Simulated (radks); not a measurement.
Gd3+, configuration [Xe] 4f7. Method: Dirac Kohn-Sham, PBEsol, spin-unpolarised, spherical densities, finite nucleus; open shells fill j = l - 1/2 first; Fermi nuclear charge, rms radius 5.1569 fm; computed with a radial shooting solver on a logarithmic mesh with Libxc functionals.

Normalised radial functions P(r) = r R(r) (large component), r in bohr:

r            5s1/2    5p1/2
0.0007837   0.0359   0.0023
0.001045    0.0454   0.0032
0.001394    0.0572   0.0045
0.001874    0.0718   0.0064
0.0025      0.0885   0.0092
0.003334    0.1072   0.0135
0.004447    0.1271   0.0199
0.005979    0.1463   0.0299
0.007975    0.1598   0.0444
0.01064     0.1621   0.0654
0.01419     0.1449   0.0946
0.01892     0.0991   0.1325
0.02544     0.0163   0.1772
0.03393    -0.0932   0.2161
0.04525    -0.2036   0.2299
0.06036    -0.2595   0.1888
0.08115    -0.1909   0.0632
0.1082      0.0217  -0.1273
0.1444      0.2816  -0.2990
0.1925      0.3698  -0.3056
0.2568      0.1132  -0.0554
0.3452     -0.3602   0.3347
0.4605     -0.5489   0.4936
0.6142     -0.1510   0.1885
0.8191      0.5606  -0.4137
1.101       1.0100  -0.8865
1.469       0.9099  -0.9227
1.959       0.5137  -0.6250
2.613       0.1799  -0.2783
3.485       0.0362  -0.0770
4.686       0.0033  -0.0108
6.249       0.0001  -0.0007

5s1/2: eigenvalue -74.560 eV, 4 radial nodes at r = 0.0267, 0.106, 0.276, 0.655 bohr, <r> = 1.32 bohr, 90 % of the charge inside 1.90 bohr. 5p1/2: eigenvalue -55.003 eV, 3 radial nodes at r = 0.0900, 0.268, 0.676 bohr, <r> = 1.47 bohr, 90 % of the charge inside 2.14 bohr.
